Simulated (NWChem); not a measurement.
System: C$_{3}$H$_{5}$NSi; SMILES N#C/C=C\[SiH3]

The following NWChem deck was run.

```
start job
memory heap 200 mb stack 900 mb global 1100 mb
geometry units angstroms
  N      1.987723     0.953325     0.927500
  C      1.427933     0.028494     0.542663
  C      0.757554    -1.117455     0.074537
  C     -0.494061    -1.075129    -0.388308
  Si    -1.536027     0.501320    -0.483558
  H      1.340014    -2.031953     0.121391
  H     -0.928966    -2.006949    -0.727830
  H     -1.695023     1.041033     0.867710
  H     -0.862549     1.456638    -1.357935
  H     -2.832215     0.111206    -1.041188
end
basis spherical
  * library def2-svp
end
dft
  xc pbe0
  iterations 150
end
driver
  maxiter 120
end
task dft optimize
task dft freq
```

NWChem printed, in part:

```
             Northwest Computational Chemistry Package (NWChem) 7.3.0
             --------------------------------------------------------

 C1  symmetry detected

                             Geometry "geometry" -> ""
                             -------------------------

 Output coordinates in angstroms (scale by  1.889725989 to convert to a.u.)

  No.       Tag          Charge          X              Y              Z
 ---- ---------------- ---------- -------------- -------------- --------------
    1 N                    7.0000     0.96581568     2.25502159     0.00012804
    2 C                    6.0000     0.03228495     1.58771572     0.00005809
    3 C                    6.0000    -1.12465641     0.78569593    -0.00000441
    4 C                    6.0000    -1.07046943    -0.54832838    -0.00007894
    5 Si                  14.0000     0.53867060    -1.54363006     0.00022746
    6 H                    1.0000    -2.05794202     1.33953661    -0.00006309
    7 H                    1.0000    -2.01226892    -1.08285594     0.00017746
    8 H                    1.0000     1.29683119    -1.21023708    -1.20664316
    9 H                    1.0000     1.29337329    -1.21484701     1.20565925
   10 H                    1.0000     0.15495357    -2.95642654    -0.00305963

 Effective nuclear repulsion energy (a.u.)     183.3456033439

                                Z-matrix (autoz)
                                --------

 Units are Angstrom for bonds and degrees for angles

[...]

      ----------------------
      Optimization converged
      ----------------------

  Step       Energy      Delta E   Gmax     Grms     Xrms     Xmax
  ---- ---------------- -------- -------- -------- -------- --------
@    7    -460.96925344 -1.8D-07  0.00006  0.00001  0.00032  0.00083
                                     ok       ok       ok       ok

                                Z-matrix (autoz)
                                --------

 Units are Angstrom for bonds and degrees for angles

[...]

 Rotational Constants
 --------------------
 A=   0.259933 cm-1  (  0.373977 K)
 B=   0.082198 cm-1  (  0.118262 K)
 C=   0.063865 cm-1  (  0.091886 K)

 Temperature                      =   298.15K
 frequency scaling parameter      =   1.0000

 Zero-Point correction to Energy  =   41.451 kcal/mol  (  0.066057 au)
 Thermal correction to Energy     =   44.957 kcal/mol  (  0.071643 au)
 Thermal correction to Enthalpy   =   45.549 kcal/mol  (  0.072587 au)

 Total Entropy                    =   75.311 cal/mol-K
   - Translational                =   39.146 cal/mol-K (mol. weight =  83.0191)
   - Rotational                   =   26.560 cal/mol-K (symmetry #  =        1)
   - Vibrational                  =    9.605 cal/mol-K

 Cv (constant volume heat capacity) =   19.589 cal/mol-K
   - Translational                  =    2.979 cal/mol-K
   - Rotational                     =    2.979 cal/mol-K
   - Vibrational                    =   13.631 cal/mol-K

[normal modes left out]

 ----------------------------------------------------------------------------
 Normal Eigenvalue ||           Projected Infra Red Intensities
  Mode   [cm**-1]  || [atomic units] [(debye/angs)**2] [(KM/mol)] [arbitrary]
 ------ ---------- || -------------- ----------------- ---------- -----------
    1      -62.262 ||    0.000220           0.005         0.215       0.090
    2       -0.000 ||    0.000528           0.012         0.514       0.215
    3       -0.000 ||    0.000563           0.013         0.549       0.229
    4       -0.000 ||    0.000005           0.000         0.005       0.002
    5       -0.000 ||    0.002988           0.069         2.912       1.216
    6        0.000 ||    0.001034           0.024         1.008       0.421
    7        0.000 ||    0.003286           0.076         3.204       1.338
    8      104.199 ||    0.003691           0.085         3.598       1.503
    9      256.645 ||    0.002248           0.052         2.192       0.915
   10      301.765 ||    0.000706           0.016         0.688       0.287
   11      450.708 ||    0.000251           0.006         0.244       0.102
   12      576.587 ||    0.015580           0.359        15.188       6.342
   13      637.664 ||    0.021939           0.506        21.388       8.931
   14      664.486 ||    0.023486           0.542        22.895       9.561
   15      763.516 ||    0.067627           1.560        65.926      27.530
   16      763.737 ||    0.031041           0.716        30.260      12.636
   17      916.243 ||    0.216219           4.988       210.781      88.020
   18      936.585 ||    0.042949           0.991        41.869      17.484
   19      940.411 ||    0.046450           1.072        45.282      18.909
   20      964.376 ||    0.009858           0.227         9.610       4.013
   21     1013.237 ||    0.000125           0.003         0.122       0.051
   22     1187.840 ||    0.000451           0.010         0.439       0.183
   23     1356.844 ||    0.003379           0.078         3.294       1.375
   24     1672.602 ||    0.008767           0.202         8.546       3.569
   25     2243.950 ||    0.043130           0.995        42.045      17.558
   26     2249.775 ||    0.082027           1.892        79.964      33.392
   27     2255.073 ||    0.101678           2.346        99.121      41.392
   28     2383.853 ||    0.006212           0.143         6.056       2.529
   29     3176.368 ||    0.000292           0.007         0.285       0.119
   30     3192.929 ||    0.000213           0.005         0.208       0.087
 ----------------------------------------------------------------------------

 ===============================================================================
      Negative Nuclear Hessian Mode    1  Eigenvalue =    -62.26 cm**(-1)
 -------------------------------------------------------------------------------
   Raw step length:  0.517 angstroms ;  The Raw step for this mode is:
    1 N                    7.0000    -0.00005797     0.00015899    -0.02007077
    2 C                    6.0000     0.00001215     0.00006390    -0.01202323
    3 C                    6.0000     0.00005632     0.00000304     0.00713484
    4 C                    6.0000     0.00005886     0.00000102     0.01718730
    5 Si                  14.0000    -0.00002271    -0.00009352     0.00224712
    6 H                    1.0000     0.00004651    -0.00002116     0.02045767
    7 H                    1.0000     0.00005547     0.00001216     0.04209279
    8 H                    1.0000     0.13495256     0.22166912     0.14957338
    9 H                    1.0000    -0.13522833    -0.22252022     0.14858209
   10 H                    1.0000     0.00009364     0.00043784    -0.29065596

  Geometry after  100.0% step for mode  1; Step length =  0.517 angstroms
   Maximum component (any atom: x,y, or z) displacement:  0.549
    1 N                    7.0000     0.96682848     2.32326721    -0.02018474
    2 C                    6.0000     0.02802311     1.64144182    -0.01211635
    3 C                    6.0000    -1.13026645     0.80235673     0.00712727
    4 C                    6.0000    -1.06443361    -0.54185297     0.01691185
    5 Si                  14.0000     0.52520278    -1.56173695     0.00149414
    6 H                    1.0000    -2.09103268     1.33030346     0.02076809
    7 H                    1.0000    -2.02516921    -1.07086211     0.04198860
    8 H                    1.0000     1.46595964    -1.02941929    -1.06820998
    9 H                    1.0000     1.19370539    -1.47787868     1.36733890
   10 H                    1.0000     0.14774154    -3.00426320    -0.29419150

  Geometry after -100.0% step for mode  1; Step length =  0.517 angstroms
   Maximum component (any atom: x,y, or z) displacement:  0.549
    1 N                    7.0000     0.96694442     2.32294923     0.01995680
    2 C                    6.0000     0.02799880     1.64131402     0.01193012
    3 C                    6.0000    -1.13037909     0.80235065    -0.00714242
    4 C                    6.0000    -1.06455132    -0.54185500    -0.01746275
    5 Si                  14.0000     0.52524820    -1.56154992    -0.00300010
    6 H                    1.0000    -2.09112571     1.33034578    -0.02014724
    7 H                    1.0000    -2.02528014    -1.07088644    -0.04219697
    8 H                    1.0000     1.19605453    -1.47275752    -1.36735674
    9 H                    1.0000     1.46416204    -1.03283825     1.07017473
   10 H                    1.0000     0.14755427    -3.00513888     0.28712041

  Geometry after   50.0% step for mode  1; Step length =  0.258 angstroms
   Maximum component (any atom: x,y, or z) displacement:  0.275
    1 N                    7.0000     0.96685747     2.32318772    -0.01014936
    2 C                    6.0000     0.02801704     1.64140987    -0.00610473
    3 C                    6.0000    -1.13029461     0.80235521     0.00355985
    4 C                    6.0000    -1.06446303    -0.54185348     0.00831820
    5 Si                  14.0000     0.52521414    -1.56169019     0.00037058
    6 H                    1.0000    -2.09105594     1.33031404     0.01053926
    7 H                    1.0000    -2.02519694    -1.07086820     0.02094221
    8 H                    1.0000     1.39848336    -1.14025384    -1.14299667
    9 H                    1.0000     1.26131955    -1.36661857     1.29304786
   10 H                    1.0000     0.14769473    -3.00448212    -0.14886352

  Geometry after  -50.0% step for mode  1; Step length =  0.258 angstroms
   Maximum component (any atom: x,y, or z) displacement:  0.275
    1 N                    7.0000     0.96691544     2.32302872     0.00992141
    2 C                    6.0000     0.02800488     1.64134597     0.00591851
    3 C                    6.0000    -1.13035093     0.80235217    -0.00357500
    4 C                    6.0000    -1.06452189    -0.54185450    -0.00886910
    5 Si                  14.0000     0.52523685    -1.56159667    -0.00187654
    6 H                    1.0000    -2.09110246     1.33033520    -0.00991840
    7 H                    1.0000    -2.02525241    -1.07088036    -0.02115058
    8 H                    1.0000     1.26353081    -1.36192296    -1.29257005
    9 H                    1.0000     1.39654788    -1.14409836     1.14446578
   10 H                    1.0000     0.14760109    -3.00491996     0.14179244

  Geometry after   36.4% step for mode  1; Step length =  0.188 angstroms
   Maximum component (any atom: x,y, or z) displacement:  0.200
    1 N                    7.0000     0.96686534     2.32316611    -0.00742227
    2 C                    6.0000     0.02801539     1.64140119    -0.00447109
    3 C                    6.0000    -1.13030226     0.80235479     0.00259041
    4 C                    6.0000    -1.06447103    -0.54185362     0.00598290
    5 Si                  14.0000     0.52521722    -1.56167748     0.00006525
    6 H                    1.0000    -2.09106226     1.33031691     0.00775960
    7 H                    1.0000    -2.02520448    -1.07086985     0.01522290
    8 H                    1.0000     1.38014685    -1.17037287    -1.16331977
    9 H                    1.0000     1.27969354    -1.33638391     1.27285945
   10 H                    1.0000     0.14768200    -3.00454161    -0.10937099

  Geometry after  -36.4% step for mode  1; Step length =  0.188 angstroms
   Maximum component (any atom: x,y, or z) displacement:  0.200
    1 N                    7.0000     0.96690756     2.32305033     0.00719432
    2 C                    6.0000     0.02800653     1.64135465     0.00428486
    3 C                    6.0000    -1.13034328     0.80235258    -0.00260556
    4 C                    6.0000    -1.06451389    -0.54185436    -0.00653379
    5 Si                  14.0000     0.52523376    -1.56160938    -0.00157122
    6 H                    1.0000    -2.09109614     1.33033232    -0.00713874
    7 H                    1.0000    -2.02524487    -1.07087870    -0.01543127
    8 H                    1.0000     1.28186732    -1.33180393    -1.27224695
    9 H                    1.0000     1.37817389    -1.17433302     1.16465419
   10 H                    1.0000     0.14761381    -3.00486047     0.10229991

  Geometry after   18.2% step for mode  1; Step length =  0.094 angstroms
   Maximum component (any atom: x,y, or z) displacement:  0.100
    1 N                    7.0000     0.96687590     2.32313717    -0.00376812
    2 C                    6.0000     0.02801317     1.64138956    -0.00228210
    3 C                    6.0000    -1.13031252     0.80235424     0.00129142
    4 C                    6.0000    -1.06448175    -0.54185380     0.00285372
    5 Si                  14.0000     0.52522136    -1.56166046    -0.00034387
    6 H                    1.0000    -2.09107073     1.33032076     0.00403502
    7 H                    1.0000    -2.02521458    -1.07087206     0.00755936
    8 H                    1.0000     1.35557697    -1.21073063    -1.19055157
    9 H                    1.0000     1.30431363    -1.29587119     1.24580813
   10 H                    1.0000     0.14766496    -3.00462133    -0.05645327

  Geometry after  -18.2% step for mode  1; Step length =  0.094 angstroms
   Maximum component (any atom: x,y, or z) displacement:  0.100
    1 N                    7.0000     0.96689701     2.32307927     0.00354017
    2 C                    6.0000     0.02800875     1.64136629     0.00209588
    3 C                    6.0000    -1.13033302     0.80235313    -0.00130657
    4 C                    6.0000    -1.06450318    -0.54185417    -0.00340462
    5 Si                  14.0000     0.52522963    -1.56162641    -0.00116210
    6 H                    1.0000    -2.09108767     1.33032847    -0.00341416
    7 H                    1.0000    -2.02523477    -1.07087649    -0.00776773
    8 H                    1.0000     1.30643720    -1.29144617    -1.24501515
    9 H                    1.0000     1.35355380    -1.21484574     1.19170550
   10 H                    1.0000     0.14763086    -3.00478076     0.04938218
```

Level: PBE0/def2-SVP. The optimisation ended at a saddle point (imaginary frequency).
